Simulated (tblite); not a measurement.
C2H10O2Si2.
Numbering: `[CH3:1][O:2][Si@H:3]([CH3:4])[O:5][SiH3:6]` (hydrogens: H7, H8, H9 on C1; H10 on Si3; H11, H12, H13 on C4; H14, H15, H16 on Si6)

Computed with GFN2-xTB (tblite), gas phase: L-BFGS steps from a force-field or distance-geometry start until the largest atomic force falls under 0.01 eV/Å.

Step 3: E = -574.6651 eV
```
atom  x, y, z in Å  |  force x, y, z in eV/Å
C1      1.5572   -2.0547   -0.6702    0.020  -0.056  -0.085
O2      1.3274   -1.1873    0.4070   -0.116  -0.009   0.044
Si3     0.5176    0.2042    0.2043    0.026   0.410   0.244
C4      0.4846    1.2211    1.8080    0.022  -0.168  -0.352
O5     -0.9966   -0.0841   -0.3456    0.069   0.030  -0.037
Si6    -2.3113    0.6898   -0.9050   -0.211   0.130  -0.063
H7      2.1465   -2.9121   -0.3446   -0.009   0.082   0.197
H8      2.1014   -1.5345   -1.4616   -0.008  -0.031  -0.032
H9      0.6082   -2.4076   -1.0709   -0.053  -0.055  -0.087
H10     1.2229    0.9877   -0.8087   -0.046   0.053  -0.212
H11    -0.0410    0.7074    2.5959   -0.083  -0.088   0.225
H12     1.4884    1.4409    2.1469    0.037  -0.037   0.058
H13    -0.0172    2.1702    1.6340    0.016  -0.138  -0.046
H14    -2.7807    1.6199    0.1164    0.019   0.049   0.105
H15    -1.9551    1.4342   -2.1109    0.085  -0.013  -0.040
H16    -3.3600   -0.2860   -1.2063    0.232  -0.158   0.083
```

Step 4: E = -574.6781 eV
```
atom  x, y, z in Å  |  force x, y, z in eV/Å
C1      1.5572   -2.0568   -0.6694   -0.035  -0.002  -0.076
O2      1.3175   -1.1832    0.3996   -0.065  -0.022   0.120
Si3     0.5140    0.2114    0.2002    0.114   0.290   0.202
C4      0.4849    1.2129    1.8057    0.010  -0.079  -0.127
O5     -0.9965   -0.0725   -0.3491    0.056  -0.041  -0.024
Si6    -2.3132    0.6940   -0.9045   -0.163   0.096  -0.049
H7      2.1480   -2.9102   -0.3349   -0.037   0.098   0.169
H8      2.0970   -1.5360   -1.4610    0.064  -0.024  -0.065
H9      0.6091   -2.4050   -1.0738   -0.071  -0.128  -0.088
H10     1.2195    0.9877   -0.8161   -0.029   0.088  -0.216
H11    -0.0423    0.7074    2.6030   -0.025  -0.070   0.099
H12     1.4870    1.4406    2.1490    0.015  -0.078   0.024
H13    -0.0149    2.1625    1.6315   -0.014  -0.102  -0.048
H14    -2.7772    1.6174    0.1165   -0.035   0.132   0.178
H15    -1.9524    1.4291   -2.1064    0.094   0.070  -0.153
H16    -3.3452   -0.2903   -1.2015    0.122  -0.229   0.055
```

Step 5: E = -574.6906 eV
```
atom  x, y, z in Å  |  force x, y, z in eV/Å
C1      1.5560   -2.0584   -0.6696   -0.090   0.060  -0.027
O2      1.3064   -1.1793    0.3944   -0.025  -0.018   0.115
Si3     0.5130    0.2223    0.1986    0.136   0.054   0.015
C4      0.4851    1.2040    1.8035   -0.003   0.040   0.169
O5     -0.9957   -0.0616   -0.3531    0.040  -0.035  -0.010
Si6    -2.3172    0.6996   -0.9047   -0.036   0.056  -0.007
H7      2.1487   -2.9064   -0.3223   -0.071   0.115   0.121
H8      2.0941   -1.5379   -1.4618    0.104  -0.026  -0.063
H9      0.6088   -2.4051   -1.0784   -0.051  -0.167  -0.067
H10     1.2155    0.9895   -0.8275   -0.024   0.104  -0.181
H11    -0.0436    0.7064    2.6109    0.036  -0.049  -0.041
H12     1.4856    1.4385    2.1513   -0.001  -0.106  -0.003
H13    -0.0130    2.1531    1.6281   -0.045  -0.049  -0.039
H14    -2.7746    1.6177    0.1202   -0.072   0.172   0.198
H15    -1.9480    1.4258   -2.1052    0.079   0.123  -0.211
H16    -3.3288   -0.2993   -1.1958    0.024  -0.273   0.030
```

Step 6: E = -574.7023 eV
```
atom  x, y, z in Å  |  force x, y, z in eV/Å
C1      1.5532   -2.0587   -0.6701   -0.113   0.094   0.022
O2      1.2954   -1.1761    0.3914    0.006  -0.008   0.058
Si3     0.5144    0.2336    0.1971    0.108  -0.150  -0.168
C4      0.4854    1.1964    1.8044   -0.011   0.112   0.331
O5     -0.9942   -0.0516   -0.3571    0.024   0.011   0.001
Si6    -2.3215    0.7061   -0.9049    0.075   0.023   0.026
H7      2.1478   -2.9005   -0.3081   -0.102   0.123   0.062
H8      2.0932   -1.5403   -1.4635    0.101  -0.036  -0.025
H9      0.6077   -2.4083   -1.0839   -0.006  -0.167  -0.029
H10     1.2112    0.9932   -0.8417   -0.028   0.096  -0.117
H11    -0.0442    0.7043    2.6177    0.066  -0.046  -0.129
H12     1.4844    1.4346    2.1535    0.011  -0.107  -0.003
H13    -0.0121    2.1432    1.6241   -0.073   0.020  -0.012
H14    -2.7734    1.6213    0.1274   -0.080   0.154   0.152
H15    -1.9423    1.4249   -2.1080    0.038   0.131  -0.190
H16    -3.3127   -0.3132   -1.1897   -0.016  -0.252   0.021
```

**Question.** Estimate the geometry and energy of step 7. (The exact step hangs on the optimiser's Hessian estimate; all steps are aligned on step 6, rigid shifts and turns removed.)

**Answer.** E = -574.7140 eV, largest force 0.350 eV/Å
```
atom  x, y, z in Å  |  force x, y, z in eV/Å
C1      1.5484   -2.0575   -0.6705   -0.095   0.085   0.051
O2      1.2835   -1.1730    0.3891    0.033   0.003  -0.022
Si3     0.5177    0.2445    0.1932    0.050  -0.243  -0.247
C4      0.4856    1.1898    1.8092   -0.008   0.120   0.280
O5     -0.9918   -0.0404   -0.3615    0.005   0.065   0.009
Si6    -2.3252    0.7140   -0.9048    0.131  -0.012   0.036
H7      2.1447   -2.8913   -0.2910   -0.119   0.108  -0.002
H8      2.0941   -1.5439   -1.4657    0.066  -0.047   0.036
H9      0.6063   -2.4151   -1.0906    0.045  -0.133   0.019
H10     1.2059    0.9992   -0.8598   -0.036   0.071  -0.030
H11    -0.0442    0.7004    2.6239    0.062  -0.062  -0.158
H12     1.4839    1.4283    2.1563    0.042  -0.080   0.020
H13    -0.0126    2.1328    1.6197   -0.088   0.090   0.038
H14    -2.7736    1.6280    0.1381   -0.064   0.086   0.046
H15    -1.9354    1.4263   -2.1146   -0.029   0.100  -0.103
H16    -3.2947   -0.3333   -1.1825    0.004  -0.152   0.028
```

The energy changes by -0.0117 eV. The first-order estimate −F·Δx gives -0.0169 eV and the mean of the old and new forces, exact on a quadratic surface, -0.0117 eV. The step makes an angle of 64° with the force vector and moves no atom by more than 0.028 Å.

The cost below is that of the whole relaxation. Hardware: one thread of an Arm Neoverse V1, no GPU, shared host with 32 logical CPUs at a one-minute load of 6.4. Cost: 0.7 s wall.
